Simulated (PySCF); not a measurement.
B₂H₄, SMILES B[BH2-], charge -1, multiplicity 2.

Geometry: r2SCAN-D4/def2-TZVPD.

Two levels are set side by side: PBE/def2-TZVPD (PySCF) and M06-2X/def2-TZVPD (PySCF). Same geometry, gas phase. Differences are taken from unrounded values.

```
quantity                      PBE
---------------------------  ----
α-spin orbital gap (eV)      2.47
β-spin orbital gap (eV)      2.95
mean polarisability (bohr³)  66.7
```

Question: These are the PBE values. What does M06-2X give? (The exact figures need the calculation; the answer reports its results.)

Answer: 
| quantity | M06-2X | PBE minus M06-2X |
|---|---|---|
| α-spin orbital gap (eV) | 4.38 | -1.91 |
| β-spin orbital gap (eV) | 6.27 | -3.31 |
| mean polarisability (bohr³) | 64.1 | 2.6 |

PBE's more diffuse valence density responds more strongly to a field. Differences between two approximate levels are no errors against the true value.

Rough cost on one machine, each run with all the roots and properties that it gave: M06-2X against PBE about 2 times.
